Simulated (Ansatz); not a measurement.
Cartesian coordinates (Å):
```xyz
8

C     -1.0423    -0.2002    -0.0418
C      0.3631     0.2009     0.3385
O      0.6797     0.6862     1.4003
S      1.5550    -0.1273    -0.9901
H     -1.0786    -1.2727    -0.2818
H     -1.7182     0.0185     0.7923
H     -1.3638     0.3494    -0.9383
H      2.6051     0.3452    -0.2790
```
Charge 0, multiplicity 1.

All values below come from frozen-core CCSD(T)/cc-pVTZ // PBE-D3(BJ)/def2-TZVP (Ansatz, a quantum-chemistry and plane-wave program).

```
Property                        Value
----------------------  -------------
HF energy               -550.53339 Ha
MP2 correlation energy    -0.74244 Ha
```

### Question
Estimate the CCSD correlation energy, the (T) correction, the total energy and the T1 diagnostic.

### Answer

- CCSD correlation energy = -0.77159 Ha
- (T) correction = -0.03572 Ha
- CCSD(T) total energy = -551.34069 Ha
- T1 diagnostic = 0.016
